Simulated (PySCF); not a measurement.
Excitation energy of Zn by level of theory

Zn [Ar] 3d10 4s2 (1S) → Zn [Ar] 3d9 4s2 4p1 (high-spin determinant), as a difference of total energies. Calculation: PySCF 2.14, in aug-cc-pwCVDZ-PP with ECP10MDF (6s6p5d3f, 70 functions); scalar relativity through the core potential. Correlated levels: valence: 3s2 3p6 frozen; valence and next inner shell: nothing frozen outside the core potential. The calculations carry no spin-orbit coupling.

```json
{"method": "UHF", "excitation energy (eV)": "8.875"}
{"method": "LDA", "excitation energy (eV)": "11.949"}
{"method": "PBE", "excitation energy (eV)": "11.319"}
{"method": "PBE0", "excitation energy (eV)": "10.847"}
{"method": "r2SCAN", "excitation energy (eV)": "10.709"}
{"method": "PW91", "excitation energy (eV)": "11.333"}
{"method": "B97-3", "excitation energy (eV)": "11.001"}
{"method": "M06", "excitation energy (eV)": "11.589"}
{"method": "wB97M-V", "excitation energy (eV)": "10.672"}
{"method": "MP2 (valence)", "excitation energy (eV)": "11.609"}
{"method": "SCS-MP2 (valence)", "excitation energy (eV)": "11.296"}
{"method": "MP2 (valence and next inner shell)", "excitation energy (eV)": "11.902"}
{"method": "SCS-MP2 (valence and next inner shell)", "excitation energy (eV)": "11.532"}
```

Q: How much does correlation contribute at MP2 (valence and next inner shell)?

A: 11.902 − (8.875) = 3.027 eV, measured against UHF.

The upper state lies above the first ionisation limit, where it may autoionise and the basis confines it.

The determinant of the upper state mixes LS terms, which raises its energy above the lowest term, most at the Hartree-Fock and MP2 levels.
